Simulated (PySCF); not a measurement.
Computed shifts of a molecule CH₉ClN₂Si₂, PySCF with KT2/pcSseg-1, GIAO, gas phase, atoms alike by connectivity averaged where their shifts nearly agree, in ppm (number of nuclei): ¹³C: 4.5 (1). ²⁹Si: 12.0 (1), -48.2 (1). ¹⁵N: 46.6 (1), 3.1 (1). ¹H: 5.14 (2), 1.37 (1), 1.17 (1), 0.73 (3), -0.03 (1), -0.19 (1). References: ¹³C against TMS (σ = 185.1 ppm); ²⁹Si against TMS (σ = 361.9 ppm); ¹⁵N against NH3 (σ = 266.2 ppm); ³⁵Cl against HCl (σ = 945.4 ppm); ¹H against TMS (σ = 31.47 ppm), references at their B3LYP-D3(BJ)/def2-TZVP geometries, non-relativistic (without spin–orbit terms, shifts of atoms bonded to Cl or Br come out too high). The structure is a stationary point at r2SCAN-D4/def2-SVP. Other conformers were not sampled.

Task: Which molecule gave these data?
(A) C[Si@@](N)(Cl)[SiH2]N
(B) C[Si@H](N)[Si@H](N)Cl
(C) N[SiH2][C@H](N)[SiH2]Cl
(D) NC[Si@@H](N)[SiH2]Cl

Result: A, C[Si@@](N)(Cl)[SiH2]N
